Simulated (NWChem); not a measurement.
CH$_{6}$OSi; SMILES C[SiH2]O

```xyz
9

Si     0.4545     0.1178    -0.0155
C     -0.4281    -1.5344    -0.0354
O     -0.6003     1.4112    -0.0869
H      1.3213     0.2538    -1.2193
H      1.3055     0.1967     1.2175
H     -1.0753    -1.6610     0.8469
H      0.3047    -2.3577    -0.0323
H     -1.0529    -1.6368    -0.9361
H     -1.1576     1.5579     0.6820
```
Atoms are numbered in this order, from 1.

Results from NWChem. Pople sets run with spherical d functions. Coordinates come from a PBE0/def2-SVP optimisation. GIAO values for the isolated, static molecule; σ is the absolute isotropic shielding, δ = σ(reference) − σ with the isolated reference molecule computed at the same levels (13C: tetramethylsilane, 1H: tetramethylsilane, 17O: water, 29Si: tetramethylsilane).

For level B3LYP/6-31G*:

```
Item                     Value
-----------------------  -----
δ Si1 (ppm)                2.1
δ O3 (ppm)                14.0
δ H5 (ppm)                5.21
δ H6 (rotor mean) (ppm)   0.11
δ H9 (ppm)                0.14
```

Task: How do the values read with level PBE/pcSseg-1 instead?

Result: The δ Si1 (ppm) is -10.1, the δ O3 (ppm) is 29.6 and the δ H5 (ppm) is 5.33. The δ H6 (rotor mean) (ppm) comes out as 0.23 and the δ H9 (ppm) comes out as 0.24.
